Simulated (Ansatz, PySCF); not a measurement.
Ta(NH)(OH)2(NH2) (H₅N₂O₂Ta), SMILES [NH]=[Ta]([OH])([OH])[NH2], multiplicity 1. Atoms are numbered in the order given.

```xyz
10

Ta    -0.0042     0.0058     0.0008
N     -0.4436    -1.6364    -0.4971
H     -0.6212    -2.5763    -0.8264
O      1.6495     0.0398     0.9735
H      2.2487    -0.6170     1.3336
O      0.1341     1.1943    -1.4995
H     -0.0632     1.1415    -2.4366
N     -1.5001     0.5663     1.1792
H     -1.5428     1.4773     1.6310
H     -2.3190     0.0212     1.4262
```
Charge 0, spin multiplicity 1.

Coordinates come from a PBE0-D3(BJ)/def2-SVP optimisation. The multiplicity is an assumed one; no other spin state was optimised. The structure was generated by enumeration; whether it is a known compound was not checked. The def2 effective core potentials stand for the cores of Ta; spin–orbit coupling is left out. The values are those of a single conformer.

Two levels are set side by side: PBE-D3(BJ)/def2-SVP (Ansatz, a first-principles code) and PBE0-D3(BJ)/def2-SVP (Ansatz). Each level has its own optimised geometry; the coordinates shown are those of the second. Frequencies come from the Hessian of PySCF at each geometry. Differences are taken from unrounded values.

| quantity | PBE0-D3(BJ) |
|---|---|
| mean bond length (Å) | 1.395 |
| bond Ta1–N2 (Å) | 1.771 |
| bond Ta1–O4 (Å) | 1.919 |
| bond Ta1–O6 (Å) | 1.919 |
| bond Ta1–N8 (Å) | 1.985 |
| bond N2–H3 (Å) | 1.012 |
| bond O4–H5 (Å) | 0.959 |
| bond O6–H7 (Å) | 0.959 |
| bond N8–H9 (Å) | 1.018 |
| bond N8–H10 (Å) | 1.014 |
| highest harmonic wavenumber (cm⁻¹) | 3976 |
| mean harmonic wavenumber (cm⁻¹) | 1195 |
| zero-point energy (kcal/mol) | 41.02 |

**Question.** What does PBE-D3(BJ) give, and how far is it from PBE0-D3(BJ)? (The exact figures need the calculation; the answer reports its results.)

**Answer.** 
```tsv
quantity	PBE-D3(BJ)	PBE-D3(BJ) minus PBE0-D3(BJ)
mean bond length (Å)	1.407	0.012
bond Ta1–N2 (Å)	1.787	0.016
bond Ta1–O4 (Å)	1.935	0.016
bond Ta1–O6 (Å)	1.935	0.016
bond Ta1–N8 (Å)	1.997	0.012
bond N2–H3 (Å)	1.020	0.009
bond O4–H5 (Å)	0.970	0.011
bond O6–H7 (Å)	0.970	0.011
bond N8–H9 (Å)	1.027	0.009
bond N8–H10 (Å)	1.023	0.009
highest harmonic wavenumber (cm⁻¹)	3807	-169
mean harmonic wavenumber (cm⁻¹)	1151	-45
zero-point energy (kcal/mol)	39.48	-1.54
```

GGA bonds tend to be longer and softer than those of functionals with exact exchange. Differences between two approximate levels are no errors against the true value.
